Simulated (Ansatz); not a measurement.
ZrClF₃. Total charge 0; singlet. Geometry PBE-D4/def2-SVP; atoms count from 1.

```xyz
5

Zr    0.0463    0.0586    0.0332
Cl   -1.2876   -1.6292   -0.9232
F    -0.8334    1.7397   -0.1102
F     1.7178    0.1546   -0.8710
F     0.3569   -0.3237    1.8711
```

In the def2 sets Zr takes a core potential; there is no spin–orbit coupling.

Question: Estimate the Mulliken populations from the PBE0/def2-TZVP orbitals of Ansatz.

Answer: 
```
atom  charge (e)  d electrons
 Zr1        1.71         1.73
 Cl2       -0.39            –
  F3       -0.44            –
  F4       -0.44            –
  F5       -0.44            –
```
Mulliken values depend strongly on the basis.

Question: And the Mayer bond orders between heavy atoms (over 0.3)?

Answer: Zr1–Cl2 1.04 (2.35 Å); Zr1–F3 0.93 (1.90 Å); Zr1–F4 0.93 (1.90 Å); Zr1–F5 0.93 (1.90 Å).
